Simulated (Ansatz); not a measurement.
Geometry optimisation, Ansatz, RKS BHLYP-D4/STO-3G.

Input:

```yaml
crystal:
  periodic: [false, false, false]
  atoms:
    - { symbol: C, position_ang: [-1.3033, -0.998, 1.0247] }
    - { symbol: C, position_ang: [0.0921, -0.4671, 1.0365] }
    - { symbol: "N", position_ang: [0.5362, 0.1865, -0.2196] }
    - { symbol: Si, position_ang: [1.1243, -0.752, -1.5716] }
    - { symbol: C, position_ang: [-0.1021, 1.4516, -0.4466] }
    - { symbol: O, position_ang: [0.1287, 2.3446, 0.6587] }
    - { symbol: H, position_ang: [-1.5555, -1.4667, 1.9551] }
    - { symbol: H, position_ang: [-2.0203, -0.1072, 0.9072] }
    - { symbol: H, position_ang: [-1.5237, -1.6429, 0.2385] }
    - { symbol: H, position_ang: [0.7478, -1.3172, 1.2965] }
    - { symbol: H, position_ang: [0.2134, 0.2128, 1.9129] }
    - { symbol: H, position_ang: [-0.1602, -1.2816, -2.185] }
    - { symbol: H, position_ang: [1.7332, 0.1502, -2.5168] }
    - { symbol: H, position_ang: [1.8886, -1.8513, -1.0658] }
    - { symbol: H, position_ang: [0.2882, 1.9587, -1.3099] }
    - { symbol: H, position_ang: [-1.1774, 1.3861, -0.5611] }
    - { symbol: H, position_ang: [1.071, 2.1934, 0.8865] }
basis:
  gaussian: { orbitals: STO-3G }
hamiltonian:
  xc: { name: BHLYP }
  dispersion: d4
relax:
  f_tol: 0.02
  max_steps: 40
```

Run as:

```bash
$ ansatz run input.yaml --threads 1 --pin off --max-ram 2048MiB --backend cpu --events-out ev --progress --plain --runs-dir out
```

Question: Where does it end, and by what steps?

Answer: The forces met the threshold. Limits of this set-up: minimal basis. After 8 steps the energy has fallen by 0.690 eV; H8 moved furthest, 0.37 Å.

```tsv
step	energy less start (eV)	largest force component (eV/Å)	accepted
0	0.0000	3.732	yes
1	-0.6285	0.855	yes
2	-0.6758	0.315	yes
3	-0.6813	0.226	yes
4	-0.6865	0.104	yes
5	-0.6887	0.077	yes
6	-0.6865	0.205	no
7	-0.6896	0.027	yes
8	-0.6901	0.016	yes
```

```xyz
17
Properties=species:S:1:pos:R:3
C -1.306 -1.105 0.952
C 0.086 -0.430 1.087
N 0.592 0.235 -0.140
Si 0.932 -0.764 -1.539
C -0.045 1.551 -0.362
O 0.260 2.463 0.718
H -1.605 -1.533 1.910
H -2.061 -0.377 0.651
H -1.283 -1.905 0.210
H 0.818 -1.188 1.398
H 0.036 0.329 1.878
H -0.248 -1.232 -2.212
H 1.691 0.028 -2.460
H 1.688 -1.895 -1.091
H 0.313 1.936 -1.338
H -1.151 1.510 -0.403
H 1.263 2.377 0.781
```

Whether the end is a true minimum wasn't checked by a vibrational analysis.

Time of the run: 24 s on 1 thread of Intel(R) Xeon(R) 6975P-C (Granite Rapids), with other jobs on the host, peak memory 0.18 GiB.
